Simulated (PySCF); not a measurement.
PySCF input file for NbOF2, SMILES [O]=[Nb]([F])[F] (connectivity only; charge and spin as stated), neutral, multiplicity 2, PBE-D3(BJ)/def2-TZVP. The structure is a stationary point at PBE-D3(BJ)/def2-TZVP. A frequency run showed that this geometry is not a minimum. The spin state was assumed, not searched. The def2 effective core potentials stand for the cores of Nb; spin–orbit coupling is left out.

```python
import numpy as np
from pyscf import gto, scf, dft, df
from pyscf.hessian import thermo

mol = gto.M(
    atom='''
    Nb    0.00000000   -0.00000000   -0.00512933
    O     0.00000000    0.00000001   -1.71313038
    F     0.00000000   -1.72307719    0.77307476
    F     0.00000000    1.72307720    0.77307476
    ''',
    basis='def2-TZVP',
    ecp={'Nb': 'def2-tzvp'},
    charge=0,
    spin=1,
    max_memory=1600,
    verbose=3,
)
mf = dft.UKS(mol, xc='pbe').density_fit(auxbasis='def2-universal-jkfit')
mf.disp = 'd3bj'
mf.grids.level = 3
mf.conv_tol = 1e-11
mf.max_cycle = 100
mf.kernel()
fine, coarse = mf.grids, dft.Grids(mol).set(level=1).build(with_non0tab=True)
for _ in range(3):  # follow internal instabilities
    mf.grids = coarse
    mo, _, stable, _ = mf.stability(return_status=True, nroots=4)
    mf.grids = fine
    if stable:
        break
    mf.kernel(mf.make_rdm1(mo, mf.mo_occ))

# [left out here: the lines that compute and print the analytic Hessian (its translational invariance restored by hand, since the grid's response is missing), thermochemistry and intensities]
```

Log of the run:

```

WARN: HOMO -0.612185121329112 >= LUMO -0.612185121329116

converged SCF energy = -331.959508679032  <S^2> = 0.75386533  2S+1 = 2.0038616
<class 'pyscf.df.df_jk.DFUKS'> wavefunction is stable in the internal stability analysis

WARN: DFTD3 does not support analytical Hessian, using finite difference


WARN: Mole.unit (angstrom) is changed to Bohr

Mode                                 0                   1                   2
Irrep
Freq [cm^-1]                      -72.3257            167.5789            251.1665
Reduced mass [au]                  25.4323             21.6219             18.0388
Force const [Dyne/A]               -0.0784              0.3578              0.6705
Char temp [K]                    -104.0606            241.1088            361.3727
Normal mode                   x     y     z       x     y     z       x     y     z
       0  Nb                -0.06  0.00  0.00    0.00 -0.00  0.04    0.00  0.03 -0.00
       1   O                 0.11 -0.00  0.00   -0.00 -0.00  0.05   -0.00 -0.20 -0.00
       2   F                 0.11 -0.00 -0.00   -0.00 -0.08 -0.12   -0.00  0.01 -0.09
       3   F                 0.11  0.00 -0.00   -0.00  0.08 -0.12   -0.00  0.01  0.09
Mode                                 3                   4                   5
Irrep
Freq [cm^-1]                      635.5758            688.4035            997.5206
Reduced mass [au]                  19.8678             24.5859             18.2721
Force const [Dyne/A]                4.7286              6.8647             10.7123
Char temp [K]                     914.4520            990.4594           1435.2100
Normal mode                   x     y     z       x     y     z       x     y     z
       0  Nb                -0.00 -0.00  0.02    0.00 -0.06 -0.00    0.00 -0.00 -0.04
       1   O                 0.00  0.00  0.02   -0.00  0.02 -0.00   -0.00  0.00  0.23
       2   F                 0.00  0.14 -0.07   -0.00  0.13 -0.05   -0.00  0.01  0.00
       3   F                 0.00 -0.14 -0.07   -0.00  0.13  0.05   -0.00 -0.01  0.00
temperature 298.1500 [K]
pressure 101325.00 [Pa]
Rotational constants [GHz] 7.25598 4.47982 2.76977
Symmetry number 2
Zero-point energy (ZPE) 0.00624 [Eh]   16390.306 [J/mol]
                           tot       elec      trans        rot        vib
Entropy [J/mol/K]       299.316      5.763    170.977    101.691     20.886
Cv [J/mol/K]             49.345      0.000     12.472     12.472     24.401
Cp [J/mol/K]             57.659      0.000     20.786     12.472     24.401
Internal energy [J/mol]                      3718.434   3718.434  20050.678
Internal energy [Eh]   -331.94904  -331.95951
Enthalpy [J/mol]                             6197.391   3718.434  20050.678
Enthalpy [Eh]          -331.94810
Gibbs free energy [J/mol]                  -44779.297 -26600.672  13823.609
Gibbs free energy [Eh] -331.98209
mode   freq/cm-1   IR/(km/mol)
   1      -72.33        20.087
   2      167.58         6.604
   3      251.17         3.799
   4      635.58        50.310
   5      688.40       186.556
   6      997.52       145.562
max |gradient| / (hartree/bohr): 0.00013128814884990681
APT charges: [ 1.847  -0.6874 -0.5798 -0.5798]
```

The calculation finished and met its thresholds. The end point has an imaginary mode, so it is no minimum.

Cost: roughly 3 core-minutes.
